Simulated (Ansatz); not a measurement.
Frontier orbitals of GeTe, SMILES `[Ge][Te]`.

The species carries charge 0 and has multiplicity 1. Correlated methods include outer-core shells of Ge, Te, which these sets cover unevenly. Scalar relativity is left out up to krypton. Te takes the def2 core potential. The geometry is a stationary point of PBE0-D4/def2-TZVP. Basis def2-TZVPP, Ansatz 0.2.0.

Orbital energies of one run (eV). Highest occupied ones, from the top: -6.78, -6.78, -6.93, -12.06, -16.97, -32.57, -32.58, -32.58, -32.72, -32.72, -42.66, -42.66, -42.66, -42.66. Empty: -2.98, -2.98, 0.46, 3.73, 4.34, 4.34.

Task: Which functional gave them?
A. B97M-V
B. revPBE
C. r2SCANh
D. ωB97M-V

Result: C. HOMO energies: r2SCANh -6.78, ωB97M-V -8.93, revPBE -6.12, B97M-V -6.23 eV.
